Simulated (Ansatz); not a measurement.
Consider the ligand exchange at a B–O bond: `BOB(N)Cl` + `O[SiH3]` → `NB(Cl)O[SiH3]` + `BO`.

Gas-phase electronic energies from Ansatz, PBE0-D4/def2-TZVP geometries. CBS: MP2 limit from def2 TZ/QZ plus the TZ coupled-cluster correction, frozen cores. This one scheme is used for every species. One conformer a species, not always the lowest.

`BOB(N)Cl`:

```xyz
9

B     0.202    1.147    1.497
O    -0.246    0.656    0.318
B     0.080   -0.495   -0.364
N    -0.521   -0.736   -1.593
Cl    1.239   -1.674    0.282
H     1.030    0.559    2.131
H    -0.270    2.186    1.861
H    -1.183   -0.090   -1.989
H    -0.331   -1.553   -2.143
```

`O[SiH3]`:

Cartesian coordinates in Å:
```
O 0.592 -1.125 0.160
Si -0.290 0.236 -0.127
H 1.416 -1.032 0.639
H -0.700 0.903 1.139
H -1.490 -0.207 -0.873
H 0.473 1.225 -0.938
```

`NB(Cl)O[SiH3]`:

Z-matrix (Å, degrees):
```
Si
O 1 1.641
H 1 1.482 2 108.8
H 1 1.482 2 108.9 3 -120.2
H 1 1.490 2 110.5 3 119.9
B 2 1.357 1 138.0 3 -120.6
Cl 6 1.779 2 117.5 1 -179.9
N 6 1.397 2 124.1 1 0.1
H 8 1.005 6 123.1 2 0.1
H 8 1.003 6 122.1 2 180.0
```

`BO`:

```xyz
5

B     0.078   -0.071    0.408
O    -0.302   -0.381   -0.848
H     0.035   -0.950    1.217
H     0.439    1.043    0.681
H    -0.250    0.359   -1.458
```

```json
{"species": "`BOB(N)Cl`", "MP2/def2-QZVPP energy (Eh)": "-641.69745"}
{"species": "`O[SiH3]`", "MP2/def2-QZVPP energy (Eh)": "-366.62980"}
{"species": "`NB(Cl)O[SiH3]`", "MP2/def2-QZVPP energy (Eh)": "-906.57986"}
{"species": "`BO`", "MP2/def2-QZVPP energy (Eh)": "-101.75483"}
```

**Question.** Work out ΔE.

**Answer.** ΔE = (-906.57986) + (-101.75483) − (-641.69745) − (-366.62980) = -0.00744 Eh = -19.5 kJ/mol. CCSD(T)/CBS gives -19.6 kJ/mol.

Largest T1 diagnostic among the species: 0.014.

At CCSD(T), def2-SVP lies −6.5 kJ/mol from the extrapolated value and def2-TZVPP −1.1 kJ/mol. Leaving LDA and LC-ωPBE aside and taking each functional with its dispersion term where it has one, the values, not all of them listed here, spread over 2.3 kJ/mol, from BLYP-D4 to PBE-QIDH.
